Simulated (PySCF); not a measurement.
arsine (H3As), SMILES [AsH3]. Heavy atoms are numbered as in [AsH3:1]. Hydrogens are named by the atom that carries them.

The structure is a stationary point at B3LYP-D3(BJ)/def2-TZVP.

These are PBE/pcSseg-2 in PySCF values and carry that method's errors.

GIAO shieldings, no solvent; atoms alike by connectivity are averaged. δ = σ(ref) − σ: ¹H against TMS (σ = 31.47 ppm), references at their B3LYP-D3(BJ)/def2-TZVP geometries, non-relativistic.

Computed chemical shifts:
| nucleus | atoms | count | δ (ppm) |
|---|---|---|---|
| ¹H | H on As1 | 3 | 2.55 |
